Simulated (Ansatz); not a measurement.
`[NH2][GaH2]` + HBr → `[GaH2][Br]` + NH₃  (ligand exchange at a Ga–N bond)

Calculated with Ansatz (gas phase, PBE0-D4/def2-TZVP geometries, no zero-point term in ΔE). CCSD(T)/CBS is the MP2 limit (def2-TZVPP, def2-QZVPP) plus CCSD(T) − MP2 in def2-TZVPP, frozen cores. This one scheme is used for every species. Functionals use def2-TZVPP. B3LYP here is the variant with VWN-RPA as its local correlation; programs differ in this. For Br, Ga outer-core shells are correlated without core-valence functions, which leaves a few kJ/mol of doubt a bond. Scalar relativity is left out up to krypton.

| species | B3LYP energy (Eh) |
| --- | --- |
| `[NH2][GaH2]` | -1982.09895 |
| HBr | -2574.78969 |
| `[GaH2][Br]` | -4500.33370 |
| NH₃ | -56.58862 |

(1) Work out ΔE.

Largest T1 diagnostic among the species: 0.014.

## Answers

(1) ΔE = (-4500.33370) + (-56.58862) − (-1982.09895) − (-2574.78969) = -0.03368 Eh = -88.4 kJ/mol. CCSD(T)/CBS gives -84.5 kJ/mol.

In def2-TZVPP, CCSD(T) changes the Hartree–Fock value by +21.4 kJ/mol (the triples alone add +2.0 kJ/mol) and MP2 by +20.0 kJ/mol. From BLYP to BHLYP (50 % exact exchange), in def2-TZVPP and without D4, ΔE moves by −10.4 kJ/mol.
